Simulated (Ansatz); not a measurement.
Reaction (ligand exchange at the Sn–O bond): `[OH][SnH3]` + `FCS` → `FC[S][SnH3]` + H₂O

Isolated molecules relaxed with PBE0-D4/def2-TZVP in Ansatz; ΔE leaves out vibrations. CCSD(T)/CBS adds triple-zeta CCSD(T) − MP2 to the extrapolated MP2 energy (def2 sets, frozen cores). This one scheme is used for every species. DFT in def2-TZVPP. def2 core potentials past Kr. For Sn outer-core shells are correlated without core-valence functions, which leaves a few kJ/mol of doubt a bond. Each species was taken in one conformer, which may not be the lowest.

| level | ΔE (kJ/mol) |
| --- | --- |
| PBE-D4 | -46.5 |
| MP2/def2-TZVPP | -47.6 |

(1) What does CCSD(T)/CBS give? (Best estimate.)

Largest T1 diagnostic among the species: 0.014.

Results:

(1) The calculation gave: -47.6 kJ/mol. The listed levels differ from it by 1.1, 0.0 kJ/mol.

In def2-TZVPP, CCSD(T) changes the Hartree–Fock value by −9.3 kJ/mol (the triples alone add −1.6 kJ/mol) and MP2 by −13.9 kJ/mol. From PBE to PBE0 (25 % exact exchange), in def2-TZVPP and without D4, ΔE moves by −4.1 kJ/mol. The D4 term adds −8.3 kJ/mol with B3LYP and −4.6 kJ/mol with PBE0; it sums over pairs of atoms, weighted by their polarisabilities, and B3LYP, whose exchange is more repulsive, gets the larger term.

B3LYP here is the variant with VWN-RPA as its local correlation; programs differ in this.
